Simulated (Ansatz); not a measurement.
Zn(OH)2 (H₂O₂Zn), SMILES [OH][Zn][OH].

The structure is a stationary point at TPSSh-D3(BJ)/def2-TZVP. A frequency run showed that this geometry is not a minimum. The isomer is the one that the SMILES or the coordinates give; other isomers of the formula were not compared. The values are those of a single conformer.

Two levels are set side by side: PBE/def2-TZVPD (Ansatz, a first-principles code) and CAM-B3LYP/def2-TZVPD (Ansatz). Energy differences of separate SCF runs at the same geometry; the states with an electron removed or added have multiplicity 2 and 2. Differences are taken from unrounded values.

| quantity | PBE |
|---|---|
| vertical ionisation energy (eV) | 10.11 |
| vertical singlet–triplet gap (eV) | 4.45 |

Task: These are the PBE values. What does CAM-B3LYP give? (Estimate from the structure and the level; the computed values follow.)

Result: 
```json
[
 {"quantity": "vertical ionisation energy (eV)", "CAM-B3LYP": "10.91", "PBE minus CAM-B3LYP": "-0.80"},
 {"quantity": "vertical singlet–triplet gap (eV)", "CAM-B3LYP": "5.28", "PBE minus CAM-B3LYP": "-0.83"}
]
```
